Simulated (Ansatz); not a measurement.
C5H9Al: where a starting geometry ends

The starting geometry of this gas-phase singlet was optimised with GFN2-xTB; its bonds are those of `C#C[CH2][AlH][CH2]C`.

```json
{"atom": "C", "x (Å)": "2.6181", "y (Å)": "3.2464", "z (Å)": "1.1044"}
{"atom": "C", "x (Å)": "1.4809", "y (Å)": "2.8749", "z (Å)": "1.0050"}
{"atom": "C", "x (Å)": "0.1227", "y (Å)": "2.3857", "z (Å)": "0.8893"}
{"atom": "C", "x (Å)": "1.8476", "y (Å)": "-0.6781", "z (Å)": "1.3602"}
{"atom": "C", "x (Å)": "2.4834", "y (Å)": "-0.5717", "z (Å)": "-0.0403"}
{"atom": "Al", "x (Å)": "0.2250", "y (Å)": "0.4806", "z (Å)": "1.5349"}
{"atom": "H", "x (Å)": "3.5998", "y (Å)": "3.6075", "z (Å)": "1.1842"}
{"atom": "H", "x (Å)": "-0.2098", "y (Å)": "2.5154", "z (Å)": "-0.1498"}
{"atom": "H", "x (Å)": "-0.5389", "y (Å)": "3.0052", "z (Å)": "1.5115"}
{"atom": "H", "x (Å)": "-1.0546", "y (Å)": "-0.0950", "z (Å)": "2.1941"}
{"atom": "H", "x (Å)": "2.6200", "y (Å)": "-0.4152", "z (Å)": "2.0998"}
{"atom": "H", "x (Å)": "1.6058", "y (Å)": "-1.7326", "z (Å)": "1.5640"}
{"atom": "H", "x (Å)": "2.6994", "y (Å)": "0.4693", "z (Å)": "-0.2812"}
{"atom": "H", "x (Å)": "3.4156", "y (Å)": "-1.1342", "z (Å)": "-0.0982"}
{"atom": "H", "x (Å)": "1.8057", "y (Å)": "-0.9576", "z (Å)": "-0.8016"}
```

**Question.** Where would you expect an optimisation with B3LYP/def2-SVP to take it?

**Answer.** New bonds form, giving a structure given below by its coordinates. Distances that change by over a tenth: C3–Al6 (2.01 → 2.49 Å). Contacts that close: C1–Al6 (3.68 → 2.03 Å), C2–Al6 (2.76 → 2.15 Å).

The energy falls by 0.44 eV over 40 steps:

```json
{"step": "1", "E − E(last) (eV)": "0.437"}
{"step": "5", "E − E(last) (eV)": "0.294"}
{"step": "10", "E − E(last) (eV)": "0.276"}
{"step": "14", "E − E(last) (eV)": "0.219"}
{"step": "18", "E − E(last) (eV)": "0.178"}
{"step": "23", "E − E(last) (eV)": "0.064"}
{"step": "27", "E − E(last) (eV)": "0.005"}
{"step": "31", "E − E(last) (eV)": "0.002"}
{"step": "36", "E − E(last) (eV)": "0.000"}
{"step": "40", "E − E(last) (eV)": "0.000"}
```

Final geometry (Å):

```xyz
15

C     2.1261    2.7886    1.6158
C     1.0855    2.8271    0.8573
C    -0.0739    2.3515    0.3550
C     1.8356   -0.6281    1.2356
C     2.6090   -0.5334   -0.0891
Al    1.1871    1.0434    2.0595
H     2.9553    3.4739    1.7773
H    -0.0946    1.8388   -0.6132
H    -1.0347    2.6889    0.7602
H     0.2425    1.0908    3.3304
H     2.4677   -1.1197    2.0018
H     0.9676   -1.3052    1.1238
H     3.5028    0.1062    0.0022
H     2.9525   -1.5207   -0.4445
H     1.9920   -0.1016   -0.8957
```

The end wasn't checked by frequencies. Run with Ansatz 0.2.0, 2.4 min on 2 threads of Arm Neoverse V1, with other jobs on the host.
